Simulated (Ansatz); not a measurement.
Breaking the Si1–H2 bond in H3NSi (SMILES N[SiH]) (multiplicity 1 held, fragments rigid). Energies count from the point at 1.530 Å.
Geometry at that point (charge 0, multiplicity 1):
```tsv
atom	x (Å)	y (Å)	z (Å)
Si	-0.2447	0.3910	0.5100
H	-0.5860	1.4739	-0.5153
N	0.3978	-0.6896	-0.6544
H	0.4631	-0.5284	-1.6484
H	0.7649	-1.5931	-0.3951
```

Restricted levels (R-, RO-) in cc, def2 and unpolarised 6-31G sets keep to the state of the molecule at rest. Unrestricted levels (U-) break spin symmetry where that is lower. Active spaces are followed from a long bond inwards. Curves can end on different states.

Frozen-core correlation.

The values were computed with Ansatz (Gaussian orbitals). Each number belongs to the level named beside it.

Energies in eV.

```tsv
R (Å)	U-HF/cc-pV(D+d)Z	R-CCSD/cc-pV(D+d)Z	U-CCSD/cc-pV(D+d)Z	FIC-MRCISD on CASSCF(2,2)/cc-pV(D+d)Z	FIC-MRCISD+Q on CASSCF(2,2)/cc-pV(D+d)Z
1.224	1.11	1.12	1.12	1.13	1.12
1.377	0.20	0.22	0.22	0.23	0.22
1.530	0.00	0.00	0.00	0.00	0.00
1.683	0.16	0.14	0.14	0.13	0.13
1.836	0.51	0.46	0.46	0.43	0.44
2.065	1.17	1.04	1.04	1.00	1.01
2.295	1.77	1.63	1.65	1.56	1.57
2.677	2.25	2.44	2.49	2.31	2.33
3.060	2.43	2.99	2.99	2.79	2.81
3.518	2.50	3.37	3.20	3.08	3.10
4.130	2.52	3.58	3.26	3.21	3.24
4.895	2.53	3.65	3.27	3.25	3.27
```

Doubts at one or more of the structures used: a spin-contaminated determinant (U-HF/cc-pV(D+d)Z, U-CCSD/cc-pV(D+d)Z); a restricted determinant that unrestricted orbitals would lower (R-CCSD/cc-pV(D+d)Z); T1 above 0.05 (R-CCSD/cc-pV(D+d)Z, U-CCSD/cc-pV(D+d)Z); other coupled-cluster roots lie near (R-CCSD/cc-pV(D+d)Z).

Ansatz is an electronic-structure program.
